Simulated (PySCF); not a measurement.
Record of a relaxation.

Compound: C8H10NO (charge +1).
SMILES with atom numbers: `[CH3:1][C:2](=[O:3])[c:4]1[cH:5][cH:6][c:7]([NH3+:8])[cH:9][cH:10]1` (hydrogens: H11, H12, H13 on C1; H14 on C5; H15 on C6; H16, H17, H18 on N8; H19 on C9; H20 on C10)
Bond orders are those of one Lewis drawing.

Computed by this run: PBE0-D3(BJ)/def2-SVP geometry optimisation, gas phase in PySCF; density fitting, grid level 1; the optimiser is geomeTRIC in internal coordinates, started from a GFN2-xTB structure. The frame can shift and turn from step to step; on so coarse a grid that alone can change the energy by a few meV, and forces under 0.02 eV/Å are noise.

Step 0: E = -11967.2440 eV, largest atomic force 0.643 eV/Å
```
atom  x, y, z in Å  |  force x, y, z in eV/Å
C1      3.345    0.107    0.236   -0.041  -0.300  -0.360
C2      2.318   -0.571   -0.618    0.117   0.201   0.226
O3      2.593   -1.325   -1.515   -0.033  -0.110  -0.109
C4      0.868   -0.279   -0.314    0.015  -0.159  -0.175
C5      0.448    0.636    0.647   -0.066  -0.170  -0.168
C6     -0.905    0.846    0.865   -0.246   0.025   0.021
C7     -1.829    0.140    0.115   -0.098   0.053   0.035
N8     -3.280    0.365    0.346    0.628  -0.104  -0.089
C9     -1.435   -0.772   -0.850   -0.118   0.055   0.070
C10    -0.084   -0.976   -1.057   -0.059   0.113   0.107
H11     4.335   -0.229   -0.063    0.305  -0.107  -0.102
H12     3.286    1.186    0.110   -0.022   0.452   0.018
H13     3.188   -0.132    1.286   -0.058  -0.032   0.448
H14     1.162    1.194    1.229    0.325   0.253   0.286
H15    -1.225    1.556    1.613   -0.122   0.360   0.371
H16    -3.747    0.634   -0.531   -0.102   0.062   0.102
H17    -3.410    1.115    1.039   -0.176  -0.081  -0.083
H18    -3.730   -0.494    0.695   -0.092   0.096   0.045
H19    -2.164   -1.313   -1.433   -0.338  -0.308  -0.319
H20     0.262   -1.678   -1.801    0.180  -0.298  -0.327
```

Step 1: E = -11967.2888 eV, largest atomic force 0.153 eV/Å
```
atom  x, y, z in Å  |  force x, y, z in eV/Å
C1      3.367    0.121    0.248    0.016   0.058   0.082
C2      2.325   -0.581   -0.568   -0.042  -0.090  -0.104
O3      2.597   -1.373   -1.437    0.016   0.029   0.030
C4      0.862   -0.291   -0.293    0.053   0.033   0.026
C5      0.433    0.612    0.682    0.026   0.049   0.034
C6     -0.927    0.836    0.888    0.027   0.042  -0.004
C7     -1.830    0.142    0.097   -0.044  -0.040   0.017
N8     -3.272    0.373    0.297   -0.134   0.072   0.021
C9     -1.439   -0.765   -0.883   -0.013  -0.021  -0.008
C10    -0.080   -0.974   -1.071    0.026  -0.047  -0.058
H11     4.359   -0.219   -0.070   -0.006  -0.007  -0.008
H12     3.300    1.214    0.118   -0.005  -0.030   0.000
H13     3.235   -0.094    1.321    0.015   0.009  -0.027
H14     1.156    1.155    1.294   -0.028  -0.029  -0.014
H15    -1.257    1.548    1.651   -0.001  -0.027  -0.012
H16    -3.695    0.886   -0.492    0.021  -0.035  -0.002
H17    -3.453    0.929    1.143    0.031  -0.027  -0.008
H18    -3.794   -0.510    0.399    0.028   0.016  -0.009
H19    -2.172   -1.305   -1.491    0.019   0.020   0.009
H20     0.288   -1.675   -1.826   -0.006   0.026   0.033
```

Step 2: E = -11967.2895 eV, largest atomic force 0.046 eV/Å
```
atom  x, y, z in Å  |  force x, y, z in eV/Å
C1      3.371    0.122    0.249   -0.002   0.018   0.028
C2      2.327   -0.580   -0.567    0.020  -0.013  -0.018
O3      2.601   -1.370   -1.436   -0.023   0.015   0.018
C4      0.866   -0.286   -0.290   -0.028  -0.007  -0.012
C5      0.431    0.616    0.684    0.008  -0.008  -0.011
C6     -0.931    0.836    0.885   -0.003   0.027   0.019
C7     -1.835    0.139    0.097    0.026  -0.033  -0.018
N8     -3.280    0.370    0.292   -0.012   0.029   0.010
C9     -1.437   -0.766   -0.882    0.002   0.001  -0.003
C10    -0.077   -0.971   -1.067   -0.009  -0.008  -0.006
H11     4.362   -0.219   -0.074    0.000   0.000  -0.003
H12     3.304    1.214    0.119   -0.005   0.000  -0.002
H13     3.244   -0.094    1.322    0.001   0.000  -0.001
H14     1.149    1.159    1.301   -0.001   0.002   0.004
H15    -1.265    1.544    1.649   -0.001   0.001   0.005
H16    -3.700    0.878   -0.500    0.009  -0.009  -0.004
H17    -3.460    0.927    1.138    0.009  -0.005   0.001
H18    -3.798   -0.514    0.396    0.007  -0.005  -0.001
H19    -2.166   -1.307   -1.492    0.003  -0.003  -0.005
H20     0.295   -1.670   -1.820    0.000  -0.003  -0.002
```

Step 3: E = -11967.2895 eV, largest atomic force 0.068 eV/Å
```
atom  x, y, z in Å  |  force x, y, z in eV/Å
C1      3.363    0.131    0.258    0.015  -0.027  -0.032
C2      2.329   -0.578   -0.565   -0.023   0.015   0.014
O3      2.608   -1.367   -1.434    0.019   0.006   0.013
C4      0.865   -0.290   -0.295   -0.003  -0.001   0.000
C5      0.432    0.612    0.680   -0.028  -0.018  -0.013
C6     -0.930    0.833    0.882    0.018  -0.033  -0.020
C7     -1.832    0.133    0.093    0.018   0.024   0.013
N8     -3.276    0.371    0.292    0.023  -0.033  -0.027
C9     -1.435   -0.772   -0.886   -0.011   0.013   0.002
C10    -0.075   -0.978   -1.074   -0.010   0.043   0.052
H11     4.357   -0.202   -0.060    0.006   0.006   0.004
H12     3.287    1.222    0.129    0.001   0.011  -0.005
H13     3.232   -0.086    1.330   -0.004  -0.009   0.008
H14     1.150    1.153    1.297    0.010   0.011   0.005
H15    -1.265    1.539    1.647   -0.003   0.010   0.006
H16    -3.696    0.877   -0.501   -0.006   0.006  -0.003
H17    -3.449    0.929    1.138   -0.004   0.006   0.000
H18    -3.795   -0.512    0.399   -0.013  -0.010   0.004
H19    -2.164   -1.312   -1.497   -0.010  -0.009  -0.005
H20     0.298   -1.676   -1.826    0.004  -0.011  -0.014
```

Step 4: E = -11967.2898 eV, largest atomic force under 0.02 eV/Å
```
atom  x, y, z in Å  |  force x, y, z in eV/Å
C1      3.366    0.131    0.258   -0.005   0.002  -0.001
C2      2.329   -0.576   -0.563    0.009   0.004   0.004
O3      2.609   -1.364   -1.431   -0.008  -0.008  -0.005
C4      0.865   -0.288   -0.291    0.007   0.000  -0.001
C5      0.430    0.614    0.682   -0.010  -0.005  -0.003
C6     -0.932    0.833    0.883   -0.004  -0.007  -0.002
C7     -1.833    0.134    0.093    0.000   0.007   0.003
N8     -3.278    0.367    0.288    0.003  -0.008  -0.003
C9     -1.435   -0.772   -0.886    0.007   0.012   0.009
C10    -0.075   -0.975   -1.070    0.009  -0.003  -0.002
H11     4.359   -0.203   -0.063   -0.001   0.002   0.000
H12     3.292    1.223    0.129    0.001   0.004   0.002
H13     3.238   -0.086    1.330    0.000  -0.001   0.004
H14     1.148    1.156    1.300    0.002   0.003   0.000
H15    -1.268    1.540    1.647   -0.002   0.001   0.000
H16    -3.697    0.873   -0.506   -0.002   0.001  -0.001
H17    -3.455    0.925    1.133   -0.004   0.003  -0.002
H18    -3.796   -0.517    0.394   -0.003  -0.001   0.002
H19    -2.163   -1.312   -1.498    0.001  -0.001   0.000
H20     0.299   -1.674   -1.823    0.003  -0.003  -0.003
```

**Question.** Summarise the path.

**Answer.** The energy falls by 0.0458 eV from step 0 to step 4; nine tenths of that is first reached at step 1. It never rises by more than 0.2 meV. The largest force goes from 0.643 to under 0.02 eV/Å. Among the bonds C9–H19 changes most (a near tie, within 0.001 Å, with another), from 1.079 to 1.094 Å; the atoms move by 0.100 Å rms after alignment.

**Question.** Follow the three bonds and two angles with the largest change from start to end.

**Answer.** 
```csv
step,E above end (eV),largest force (eV/Å),C9–H19 (Å),C6–H15 (Å),C5–H14 (Å),H16–N8–H17 (°),H17–N8–H18 (°)
0,0.0458,0.643,1.079,1.080,1.077,109.0,108.9
1,0.0010,0.153,1.094,1.094,1.092,106.7,107.0
2,0.0003,0.046,1.094,1.094,1.091,107.0,107.1
3,0.0003,0.068,1.093,1.093,1.091,107.3,107.2
4,0.0000,under 0.02,1.094,1.094,1.091,107.2,107.2
```

The cost below is that of the whole optimisation. Cost: about 4 min of CPU time on one thread; the machine was shared, so the figure is rough.
